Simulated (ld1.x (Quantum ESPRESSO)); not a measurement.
**Which change was made? (Ru, TM)**

| Property | Result |
| --- | --- |
| Element | ruthenium (Ru) |
| Generator | ld1.x (Quantum ESPRESSO) 7.5 |
| Type | norm-conserving Troullier–Martins (Kleinman–Bylander form) |
| Functional | PW91 |
| Relativity | scalar-relativistic |
| Frozen core | [Ar] 3d10 |
| Valence charge | 16 |
| Reference configuration | 4s2 4p6 4d8 5s0 5p0 |
| Partial waves | 4s (bound): rc 1.80 bohr; 4p (bound): rc 1.40 bohr; 4d (bound): rc 1.65 bohr |
| Local potential | all-electron potential smoothed inside 1.55 bohr (lloc = -2) |
| Core correction | none |

Cutoffs, loose and tight: the cutoffs (Ry, on a coarse ladder) from which the occupation-weighted sum of valence levels, in a spherical-Bessel basis at the reference potential, stays within 10 and 1 mRy of its value at 400 Ry. They do not see the model core or the augmentation charge, which bear on the density cutoff. Test errors are all-electron minus pseudo excitation energies from the reference, over the configurations 4s2 4p6 4d7 5s1 5p0; 4s2 4p6 4d7 5s0 5p0; 4s2 4p6 4d6 5s0 5p0; 4s1 4p6 4d7 5s1 5p0; 4s2 4p6 4d7 5s0 5p1; 4s2 4p6 4d6 5s1 5p0; 4s2 4p6 4d6 5s2 5p0; variants that change the core or the reference have their own tests.

The base gives: outcome: generated; cutoff, loose: 60 Ry; cutoff, tight: 110 Ry; bound ghosts: s; largest test error (meV): +9901.

(1) After one change the result is: outcome: generated; cutoff, loose: 55 Ry; cutoff, tight: 90 Ry; bound ghosts: none; largest test error (meV): +2406. Which change was it?
A. all radii scaled by about 1.19 (s 2.14, p 1.68, d 1.96 bohr); local potential all-electron potential smoothed inside 1.84 bohr (lloc = -2)
B. all radii scaled by about 0.96 (s 1.72, p 1.34, d 1.58 bohr); local potential all-electron potential smoothed inside 1.48 bohr (lloc = -2)
C. all radii scaled by about 1.09 (s 1.96, p 1.52, d 1.80 bohr); local potential all-electron potential smoothed inside 1.68 bohr (lloc = -2)
D. all radii scaled by about 1.30 (s 2.34, p 1.82, d 2.16 bohr); local potential all-electron potential smoothed inside 2.02 bohr (lloc = -2)
E. all radii scaled by about 0.83 (s 1.50, p 1.16, d 1.38 bohr); local potential all-electron potential smoothed inside 1.28 bohr (lloc = -2)

Results:

(1) C. The others give: all radii scaled by about 0.96 (s 1.72, p 1.34, d 1.58 bohr); local potential all-electron potential smoothed inside 1.48 bohr (lloc = -2) → outcome: generated; cutoff, loose: 70 Ry; cutoff, tight: 120 Ry; bound ghosts: none; largest test error (meV): -2245 | all radii scaled by about 1.19 (s 2.14, p 1.68, d 1.96 bohr); local potential all-electron potential smoothed inside 1.84 bohr (lloc = -2) → outcome: generated; cutoff, loose: 50 Ry; cutoff, tight: 60 Ry; bound ghosts: none; largest test error (meV): +1154 | all radii scaled by about 0.83 (s 1.50, p 1.16, d 1.38 bohr); local potential all-electron potential smoothed inside 1.28 bohr (lloc = -2) → outcome: generated; cutoff, loose: 110 Ry; cutoff, tight: 160 Ry; bound ghosts: none; largest test error (meV): +429 | all radii scaled by about 1.30 (s 2.34, p 1.82, d 2.16 bohr); local potential all-electron potential smoothed inside 2.02 bohr (lloc = -2) → outcome: generated; cutoff, loose: 45 Ry; cutoff, tight: 60 Ry; bound ghosts: none; largest test error (meV): +489.
